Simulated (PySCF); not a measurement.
Rigid-rotor lines calculated for a species of formula C2H5AlBN (commonest isotopes; PBE0-D3(BJ)/def2-SVP geometry optimisation, gas phase in PySCF), labelled J(Ka,Kc):

| transition | MHz |
| --- | --- |
| 1(1,1) ← 0(0,0) | 8441.7 |
| 2(0,2) ← 1(0,1) | 13670.4 |
| 1(0,1) ← 0(0,0) | 7557.6 |
| 2(1,2) ← 1(1,1) | 13011.6 |
| 2(1,1) ← 1(1,0) | 17218.6 |

(1) Find the rotational constants.

(2) What moments of inertia, asymmetry and inertial defect follow?

(3) Which dipole components do these lines need?

(4) Where do these fall, and of which type are they? 2(0,2) ← 1(1,1); 2(1,2) ← 1(0,1); 3(3,0) ← 2(2,1); 3(1,2) ← 2(1,1); 3(2,1) ← 3(1,2); 3(1,2) ← 2(2,1); 3(2,2) ← 2(2,1); 3(1,2) ← 3(0,3); 2(2,0) ← 2(2,1); 2(1,1) ← 2(1,2); 2(1,1) ← 2(0,2); 3(3,1) ← 3(2,2); 3(2,1) ← 3(2,2); 3(1,3) ← 2(1,2); 2(2,1) ← 2(1,2).

(5) Which structure gave them?

## Answers

(1) 1(0,1) ← 0(0,0) is B + C, 2(1,1) ← 1(1,0) is 3B + C and 2(1,2) ← 1(1,1) is B + 3C, so B − C is half the difference of the last two, 2103.5 MHz. 1(1,1) ← 0(0,0) is A + C. A = 5714.6, B = 4830.5, C = 2727.0 MHz.

(2) I = 505379 MHz·u·Å² over each constant: Ia = 88.44, Ib = 104.62, Ic = 185.32 u·Å²; κ = (2B − A − C)/(A − C) = 0.408 (asymmetric top); Δ = Ic − Ia − Ib = -7.74 u·Å².

(3) μa and μb (a-type: ΔKa even, ΔKc odd; b-type: both odd). The calculation gives |μa| = 0.45 D, |μb| = 0.39 D, |μc| = 0.00 D.

(4) 
```
     transition    MHz  type  branch
2(2,0) ← 2(2,1)   1445     a       Q
3(2,1) ← 3(2,2)   5148     a       Q
3(2,1) ← 3(1,2)   6193     b       Q
2(1,1) ← 2(1,2)   6311     a       Q
2(1,1) ← 2(0,2)   6536     b       Q
2(2,1) ← 2(1,2)   8963     b       Q
3(3,1) ← 3(2,2)  10416     b       Q
3(1,2) ← 3(0,3)  11847     b       Q
2(0,2) ← 1(1,1)  12786     b       R
2(1,2) ← 1(0,1)  13896     b       R
3(1,3) ← 2(1,2)  18781     a       R
3(1,2) ← 2(2,1)  21628     b       R
3(2,2) ← 2(2,1)  22673     a       R
3(1,2) ← 2(1,1)  24281     a       R
3(3,0) ← 2(2,1)  33899     b       R
```

(5) `C#CB[NH][AlH2]`, point group Cs. Three constants can't fix a structure by themselves; this is the one that was computed:
```
atom  x, y, z in Å
C1     1.629    0.085   -0.133
C2     0.946   -0.917   -0.305
B3    -0.279   -1.870   -0.539
N4    -1.418   -1.084   -0.610
Al5   -0.817    0.675   -0.379
H6     2.306    0.910    0.021
H7    -0.181   -3.068   -0.629
H8    -2.331   -1.499   -0.756
H9    -1.013    1.329    1.057
H10   -0.681    1.575   -1.682
```

The values belong to one conformer (point group Cs) with, in the numbering `[CH:1]#[C:2][BH:3][NH:4][AlH2:5]`, C1–C2–B3–N4 0°, C2–B3–N4–Al5 0°, B3–N4–Al5–H -101° and 102°. No frequency check. These are rigid-rotor constants of the computed structure; measured ground-state constants (B0) also hold zero-point vibration. Quadrupole hyperfine structure (11B, 14N, 27Al) is left out.

The run took 19 s of wall time on one thread of an AMD EPYC 9R45, shared host, and the process peaked at 0.42 GiB of memory. That covers the optimisation of the geometry.
